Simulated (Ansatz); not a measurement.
C2H8OSi2 can be A, `O[Si@H]1C[C@@H]1[SiH3]`, or B, `CC1(O)[SiH2][SiH2]1`.

Isolated molecules relaxed with PBE0-D4/def2-TZVP in Ansatz; ΔE leaves out vibrations. CBS: MP2 limit from def2 TZ/QZ plus the TZ coupled-cluster correction, frozen cores. Functionals use def2-TZVPP. B3LYP here is the variant with VWN-RPA as its local correlation; programs differ in this. One conformer a species, not always the lowest.

A:

Z-matrix (Å, degrees):
```
Si
C 1 1.825
C 1 1.835 2 51.3
O 1 1.639 2 123.3 3 108.3
H 1 1.471 2 121.9 3 -106.0
H 2 1.087 1 121.5 3 106.3
H 2 1.087 1 120.0 3 -105.0
Si 3 1.848 1 121.9 2 -108.4
H 3 1.090 1 116.5 2 104.8
H 4 0.958 1 118.4 2 -29.0
H 8 1.490 3 109.0 1 27.0
H 8 1.488 3 111.0 1 -92.7
H 8 1.491 3 112.3 1 145.8
```

B:

Z-matrix (Å, degrees):
```
C
C 1 1.510
H 1 1.096 2 111.1
H 1 1.094 2 111.5 3 119.5
H 1 1.094 2 110.6 3 -120.3
O 2 1.415 1 113.9 3 63.8
Si 2 1.917 1 117.5 3 -161.3
Si 2 1.934 1 117.8 3 -78.4
H 6 0.963 2 108.2 1 -71.3
H 7 1.481 2 116.3 1 -137.6
H 7 1.484 2 115.8 1 0.3
H 8 1.485 2 117.6 1 0.7
H 8 1.483 2 114.9 1 138.3
```

Q: Which isomer does CCSD(T)/CBS put lower? Give the gap. (An estimate is asked.)

A: Ansatz gave: A, by 49.0 kcal/mol.

Q: Give E(B) − E(A) in kcal/mol with ωB97M-V, B2PLYP, CCSD/def2-TZVPP, PBE0-D4, r2SCAN-D4, MP2/def2-TZVPP, B3LYP-D4. (Best estimate.)

A: Ansatz gave: ωB97M-V 49.3, B2PLYP 49.3, CCSD/def2-TZVPP 49.8, PBE0-D4 44.4, r2SCAN-D4 46.7, MP2/def2-TZVPP 52.3, B3LYP-D4 46.7. None reverses the order clearly.

Largest T1 diagnostic: 0.013.

From PBE to PBE0 (25 % exact exchange), in def2-TZVPP and without D4, E(B) − E(A) moves by +3.3 kcal/mol. In def2-TZVPP, CCSD(T) changes the Hartree–Fock value by −6.2 kcal/mol (the triples alone add −1.3 kcal/mol) and MP2 by −2.4 kcal/mol.
